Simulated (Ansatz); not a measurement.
C2H5GeN, SMILES `C=[CH][Ge][NH2]` (lower singlet) (charge 0, multiplicity 1). This singlet lies 1.96 eV below the relaxed triplet at the level B3LYP/cc-pVTZ // PBE0-D3(BJ)/def2-TZVP (Ansatz, an electronic-structure program).

Level of theory: PBE/cc-pVTZ // PBE0-D3(BJ)/def2-TZVP (Ansatz).

Ansatz 0.2 input:
```yaml
crystal:
  periodic: [false, false, false]
  atoms:
    - { symbol: C, position_ang: [-1.947127, -0.097162, -0.231274] }
    - { symbol: C, position_ang: [-0.62416, -0.256059, -0.211785] }
    - { symbol: Ge, position_ang: [0.528566, 1.140066, -1.003417] }
    - { symbol: N, position_ang: [2.105771, 0.302335, -0.652712] }
    - { symbol: H, position_ang: [-2.403695, 0.786536, -0.673728] }
    - { symbol: H, position_ang: [-2.638626, -0.8251, 0.186963] }
    - { symbol: H, position_ang: [-0.219221, -1.16067, 0.245293] }
    - { symbol: H, position_ang: [2.203751, -0.590392, -0.193048] }
    - { symbol: H, position_ang: [2.994728, 0.70044, -0.908542] }
basis:
  gaussian: { orbitals: cc-pVTZ }
hamiltonian:
  xc: pbe
```

Output:

```
Functional definition: PBE
1160 factors; their error is unknown
mean field evaluation 1: about -60133.9734 eV, gradient 9.3e1 eV
mean field evaluation 2: about -60063.2509 eV, gradient 1.7e2 eV
mean field evaluation 4: about -60150.6342 eV, gradient 2.5e1 eV
mean field evaluation 8: about -60152.2641 eV, gradient 3.0e-1 eV
mean field evaluation 16: about -60152.2432 eV, gradient 2.4e-4 eV
mean field -60152.24316861 eV, -2210.5541637916 hartree, gradient 3.2e-5 eV, S^2 0.000000; 0 other end points of the search recorded, 0 dependent functions left out
reference -60152.24320674 eV, -2210.5541651927 hartree; 28, 28 occupied and 175, 175 virtual orbitals, 1160 factors
Total energy: -60152.24320674 eV, -2210.5541651927 hartree
```
